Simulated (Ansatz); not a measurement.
Frontier orbitals of `C[CH2][GaH2]`.

```json
{"atom": "C1", "x (Å)": "0.8377", "y (Å)": "0.5742", "z (Å)": "-0.7856"}
{"atom": "C2", "x (Å)": "0.1669", "y (Å)": "0.3900", "z (Å)": "0.5784"}
{"atom": "Ga3", "x (Å)": "-1.1926", "y (Å)": "-1.0458", "z (Å)": "0.5161"}
{"atom": "H4", "x (Å)": "1.5901", "y (Å)": "1.3683", "z (Å)": "-0.7590"}
{"atom": "H5", "x (Å)": "0.1169", "y (Å)": "0.8444", "z (Å)": "-1.5629"}
{"atom": "H6", "x (Å)": "1.3473", "y (Å)": "-0.3353", "z (Å)": "-1.1175"}
{"atom": "H7", "x (Å)": "0.9189", "y (Å)": "0.1473", "z (Å)": "1.3341"}
{"atom": "H8", "x (Å)": "-0.3093", "y (Å)": "1.3248", "z (Å)": "0.8875"}
{"atom": "H9", "x (Å)": "-0.8054", "y (Å)": "-2.5386", "z (Å)": "0.8402"}
{"atom": "H10", "x (Å)": "-2.6704", "y (Å)": "-0.7291", "z (Å)": "0.0686"}
```

Charge 0, multiplicity 1. Correlated methods include outer-core shells of Ga, which these sets cover unevenly. Scalar relativity is left out up to krypton. The structure was optimised at the PBE0-D4/def2-TZVP level. Basis def2-TZVPP, the Gaussian-basis code of Ansatz.

Orbital energies of one run (eV). Highest occupied ones, from the top: -7.65, -8.39, -10.02, -10.57, -11.48, -12.64, -12.78, -17.53, -21.60, -23.17, -23.23, -23.35, -23.35, -23.52. Empty: -1.26, 1.35, 1.98, 2.85, 2.97, 3.38.

Which functional gave them?
A. r2SCAN
B. r2SCAN0
C. PBE
D. BLYP

B. HOMO energies: r2SCAN0 -7.65, BLYP -6.19, PBE -6.31, r2SCAN -6.54 eV.
